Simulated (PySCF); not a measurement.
Sn(Cl)2(Br)(NH2) (BrCl2H2NSn), SMILES [NH2][Sn]([Cl])([Cl])[Br].

Geometry: r2SCAN-D4/def2-SVP. The def2 effective core potentials stand for the cores of Sn; spin–orbit coupling is left out. One conformer was computed; it need not be the lowest.

Calculation: B3LYP/def2-TZVP run with PySCF.

Symmetry labels are those of the subgroup Cs that the program uses (full group Cs).

Computed valence orbital energies around the gap with their symmetry:
```
orbital  symmetry  energy (eV)
-------  --------  -----------
HOMO−7         A'       -10.64
HOMO−6         A'        -9.37
HOMO−5         A"        -9.28
HOMO−4         A'        -9.25
HOMO−3         A"        -9.15
HOMO−2         A'        -8.79
HOMO−1         A"        -8.62
HOMO           A'        -8.28
LUMO           A'        -3.13
LUMO+1         A'        -0.43
LUMO+2         A"        -0.36
LUMO+3         A'         0.03
```
